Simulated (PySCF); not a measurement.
This PySCF input asks for the NMR shieldings of SMILES CC[Si@H](CF)C[SiH2][SiH3], C4H15FSi3; the geometry comes from GFN2-xTB.

```python
import basis_set_exchange as bse
import numpy as np
from pyscf import gto, dft
from pyscf.prop import nmr

atoms = """
C    -2.603090   -1.905736    0.061421
C    -2.547887   -0.415535   -0.257141
Si   -1.069543    0.465901    0.562883
C    -1.103686    2.311901    0.032799
F    -0.736806    2.429841   -1.295801
C     0.578501   -0.293972    0.006866
Si    2.173771    0.650037    0.471135
Si    4.004859   -0.624166   -0.136689
H    -1.705454   -2.408031   -0.290819
H    -2.679176   -2.064005    1.134512
H    -3.462491   -2.374951   -0.414411
H    -2.498290   -0.287189   -1.340463
H    -3.482763    0.047530    0.064261
H    -1.210553    0.459631    2.029284
H    -2.090924    2.770595    0.117473
H    -0.392411    2.913887    0.600664
H     0.560999   -0.401457   -1.079551
H     0.644676   -1.306981    0.406249
H     2.115247    0.925326    1.917562
H     2.142417    1.961939   -0.187034
H     4.153167   -0.765826   -1.589082
H     5.269711   -0.068448    0.351986
H     3.934974   -1.993307    0.389849
"""
names = dict.fromkeys(["C", "Si", "F", "H"], "pcSseg-1")
basis = {el: gto.basis.parse(bse.get_basis(n, elements=[el], fmt="nwchem")) for el, n in names.items()}
mol = gto.M(atom=atoms, basis=basis, charge=0, verbose=0)
mf = dft.RKS(mol, xc="PBE0")
mf.grids.level = 2
mf.grids.alignment = dft.numint.BLKSIZE   # the property module wants whole blocks of grid points
mf.conv_tol = 1e-9
mf.kernel()

calc = nmr.RKS(mf)   # GIAO
C = mf.mo_coeff
Co = C[:, mf.mo_occ > 0]
resp = mf.gen_response(singlet=True, hermi=2)
def vind(x):   # induced exchange potential for any number of trial vectors
    d = np.einsum("pi,xij,qj->xpq", C, 2 * x.reshape(-1, C.shape[1], Co.shape[1]), Co, optimize=True)
    return np.einsum("xpq,pi,qj->xij", resp(d - d.transpose(0, 2, 1)), C, Co, optimize=True).ravel()
mo1, _ = nmr.rhf.solve_mo1(calc, with_cphf=vind)
sigma = calc.kernel(mo1)
for i, s in enumerate(sigma):   # ppm
    print("%2d %-2s %9.2f" % (i, mol.atom_pure_symbol(i), np.trace(s) / 3))
```

**Question.** Give the expected output.

**Answer.** 
```
 0 C     176.69
 1 C     177.37
 2 Si    364.79
 3 C     108.27
 4 F     482.66
 5 C     200.11
 6 Si    429.25
 7 Si    465.38
 8 H      30.73
 9 H      30.81
10 H      30.24
11 H      30.66
12 H      30.92
13 H      27.56
14 H      26.92
15 H      26.75
16 H      31.85
17 H      31.87
18 H      27.68
19 H      27.49
20 H      28.24
21 H      28.27
22 H      28.31
```

These numbers come from an equivalent density-fitted implementation of the same equations, which agrees with the script to about 0.01 ppm for H and up to a few tenths of a ppm for heavy atoms, so last digits may differ.

**Question.** Turn these shieldings into chemical shifts. Scale: TMS for ¹³C (σ = 186.93 ppm) and ²⁹Si (σ = 349.16 ppm) and ¹H (σ = 31.72 ppm); ¹⁹F (σ = 170.95 ppm) vs CFCl3 (reference shieldings calculated alike).

**Answer.** Averaging equivalent atoms: C 3: 78.7; C 0: 10.2; C 1: 9.6; C 5: -13.2; Si 2: -15.6; Si 6: -80.1; Si 7: -116.2; F 4: -311.7; H 15: 4.96; H 14: 4.80; H 19: 4.23; H 13: 4.15; H 18: 4.04; H 20/21/22: 3.45; H 8/9/10: 1.12; H 11: 1.05; H 12: 0.80; H 16: -0.14; H 17: -0.15 ppm. Unscaled 19F shifts against computed CFCl3 carry errors that often reach 10 to 50 ppm.

Size and cost of the density-fitted run: 232 basis functions, 49 s wall time on 1 thread of an Arm Neoverse V2, shared host; peak memory 1.1 GiB.
